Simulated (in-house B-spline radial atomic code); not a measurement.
Results of a calculation; reference values are marked as such.
C6 from the polarisability at imaginary frequency: Li+

BLYP linear response of the closed shell 1s2, from an all-electron radial atomic-structure program (B-spline basis); non-relativistic, point nucleus, no spin-orbit coupling.

The dispersion coefficient of two like species is C6 = (3/π) ∫ α(iu)² du from 0 to ∞.

```csv
u (hartree),α(iu) (bohr³)
0,0.2073
0.0849,0.2071
0.198,0.206
0.339,0.2036
0.566,0.1972
0.849,0.1862
1.27,0.166
1.98,0.1311
2.83,0.09719
4.24,0.06129
7.07,0.02922
14.1,0.008913
```

Question: Fit one oscillator, α(iu) = α(0)/(1 + u²/ω²), through u = 1.98 and estimate C6.

Answer: From α(0)/α(iu) − 1 = 0.2073/0.1311 − 1 = 0.5812, ω = u/√0.5812 = 2.5971 hartree (70.7 eV). London's formula gives C6 = (3/4) α(0)² ω = 0.75 × 0.2073² × 2.5971 = 0.0837 hartree·bohr⁶, and the oscillator holds f = α(0) ω² = 1.40 electrons, of a sum of oscillator strengths of 2.0.

Question: How does that compare with the full integral?

Answer: The program's quadrature over all excitations gives C6 = 0.08608, so the single oscillator is off by -2.8 %. At the last point the fit gives α = 0.0068 against 0.00891: higher excitations, and deeper shells where there are any, keep the true curve higher at large u.
